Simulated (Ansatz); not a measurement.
`CO[SiH2]N[SiH2]Cl` + `Cl[Si](Cl)(Cl)[SeH]` → `CO[SiH2][SeH]` + `Cl[SiH2]N[Si](Cl)(Cl)Cl`  (redistribution)

Isolated molecules relaxed with PBE0-D4/def2-TZVP in Ansatz; ΔE leaves out vibrations. CBS: MP2 limit from def2 TZ/QZ plus the TZ coupled-cluster correction, frozen cores. DFT in def2-TZVPP. B3LYP here is the variant with VWN-RPA as its local correlation; programs differ in this. For Se outer-core shells are correlated without core-valence functions, which leaves a few kJ/mol of doubt a bond. Scalar relativity is left out up to krypton. One conformer a species, not always the lowest.

`CO[SiH2]N[SiH2]Cl`:

```xyz
14

C    -1.847    0.806    0.869
O    -0.903   -0.111    1.377
Si   -0.209   -1.288    0.478
N     0.645   -0.683   -0.900
Si    1.978    0.386   -0.895
Cl    1.412    2.367   -1.051
H    -2.715    0.291    0.439
H    -2.190    1.432    1.693
H    -1.402    1.449    0.103
H    -1.232   -2.218   -0.073
H     0.722   -1.952    1.413
H     0.205   -0.851   -1.794
H     2.677    0.238    0.399
H     2.859    0.134   -2.056
```

`Cl[Si](Cl)(Cl)[SeH]`:

Cartesian coordinates in Å:
```
Cl 0.284 -1.123 1.791
Si -0.118 0.266 0.361
Cl -1.761 1.332 0.900
Cl 1.488 1.508 0.263
Se -0.606 -0.667 -1.626
H 0.713 -1.316 -1.689
```

`CO[SiH2][SeH]`:

```xyz
10

C     0.386   -1.652   -0.079
O     0.159   -0.373   -0.629
Si    0.095    0.981    0.292
Se   -0.616    2.728   -0.955
H     1.418   -1.756    0.275
H    -0.293   -1.860    0.755
H     0.212   -2.393   -0.861
H    -0.813    0.739    1.445
H     1.440    1.379    0.785
H    -1.988    2.208   -1.029
```

`Cl[SiH2]N[Si](Cl)(Cl)Cl`:

```xyz
10

Cl   -1.751   -1.503   -1.701
Si   -0.043   -1.497   -0.562
N     0.564    0.098   -0.304
Si    0.006    1.339    0.710
Cl   -0.565    2.969   -0.360
Cl   -1.572    0.626    1.764
Cl    1.455    1.953    1.998
H     0.996   -2.230   -1.315
H    -0.377   -2.133    0.725
H     1.288    0.379   -0.954
```

Is it downhill or uphill in electronic energy at CCSD(T)/CBS, and by how much? (Best estimate.)

The calculation gave: Nearly level: ΔE = -1.4 kJ/mol.

What do these levels give: r2SCAN-D4, B2PLYP, B3LYP, CCSD/def2-TZVPP, HF/def2-QZVPP, SCS-MP2/def2-QZVPP? (Best estimate.)

Ansatz gave: r2SCAN-D4 -2.0, B2PLYP -1.2, B3LYP -0.8, CCSD/def2-TZVPP -4.1, HF/def2-QZVPP -7.3, SCS-MP2/def2-QZVPP -1.0 kJ/mol.

Largest T1 diagnostic among the species: 0.011.

In def2-TZVPP, CCSD(T) changes the Hartree–Fock value by +4.0 kJ/mol (the triples alone add +0.9 kJ/mol) and MP2 by +5.8 kJ/mol.
